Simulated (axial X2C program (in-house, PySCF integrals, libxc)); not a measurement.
## LaCl: properties at the nuclei

Computed with an in-house all-electron X2C program for linear molecules (integrals from PySCF): two-component X2C with atomic mean-field Coulomb and Gaunt terms, Gaussian nuclei, basis La dyall-cv3z, Cl dyall-av3z with contracted cores.

R = 2.553 Å (near the PBE0 minimum at charge 0 of the determinant lowest at the starting distance; the state shown can have its own minimum elsewhere).

Input and command:
```json
{"zs": [57, 17], "q": 0, "bas": ["dyall-cv3z", "dyall-av3z"], "r0": 2.79, "levels": ["PBE0", "HF", "BHandHLYP", "r2SCAN", "TPSSh"], "nst": 3}
```
```bash
python soeom.py task.json out
```

Keys: zs atomic numbers; q charge; bas basis sets; r0 starting distance in Å; levels methods; nst determinants followed.

Determinant lowest in the PBE0 search, Ω = 1 (⟨Sz⟩ = -1.00, ⟨Lz⟩ = 2.00 at PBE0), spin on the atoms La -0.99, Cl 0.00:

```tsv
level	Eeff magnitude (GV/cm)	Ws magnitude La (kHz)	A∥/gI La (MHz)	qzz La (a.u.)	A∥/gI Cl (MHz)	qzz Cl (a.u.)	μ (D)
PBE0	4.7	2.97	-1640	-0.92	-5.81	0.17	-4.69
HF	7.4	4.76	-1470	-1.66	-4.93	-0.01	-4.41
BHandHLYP	5.98	3.8	-1740	-1.18	-9.24	0.09	-4.77
r2SCAN	4.27	2.79	-1670	-0.99	-1.8	0.15	-4.85
TPSSh	3.72	2.33	-1530	-0.88	-3.56	0.14	-4.75
```

Determinant 0.22 eV from it at PBE0 and this distance, Ω = 0 (closed shell), highest spinor 65% La s, 20% La d, 6% Cl p:

```tsv
level	qzz La (a.u.)	qzz Cl (a.u.)	μ (D)
PBE0	-2.84	0.25	-3.42
HF	-3.80	0.11	-3.18
BHandHLYP	-3.21	0.19	-3.60
r2SCAN	-3.00	0.23	-3.40
TPSSh	-2.84	0.21	-3.52
```

Eeff is the effective electric field on the electron electric dipole moment in this Ω state and Ws the scalar–pseudoscalar constant of the nucleus named (defined with the proton number Z and per Ω); A∥ (defined per Ω) follows by multiplying with gI = μI/(I μN); qzz is the electric field gradient, eQq0 = 234.96 MHz × Q/barn × qzz; μ is positive if the Cl end (last atom) is positive. The operators were transformed with the bare-nucleus X2C matrices; with these basis sets, hyperfine constants and field gradients can be off by tens of per cent, and where levels differ in sign neither size nor sign is settled.

With gI(139La) = 0.7952, Q(139La) = 0.206 barn (g factors from the IAEA table of nuclear moments by Stone; Q from Pyykkö, Mol. Phys. 2018), turn the PBE0 values of the first state into constants in MHz.

A∥(139La) = -1640 × 0.7952 = -1300 MHz; eQq0(139La) = 234.96 × (0.206) × (-0.92) = -44.5 MHz.

Each state is one determinant with collinear spin, which with several unpaired electrons need not be a pure state. Unrestricted Hartree–Fock can overshoot spin polarisation at the nuclei. With several open shells hyperfine constants can be off by a factor of several. Open-shell Ω = 0 determinants with evenly filled partner blocks cannot be reached by this program, so the Ω shown need not be the lowest component. States lie within half an eV, so the first need not be the ground state. Further determinants of the search, some of them spin-mixed, are not shown. Where a field gradient or hyperfine factor spreads by more than a factor of two over the levels, a constant derived from it is not to be relied on. PBE0 term energies can be off by some tenths of an eV.
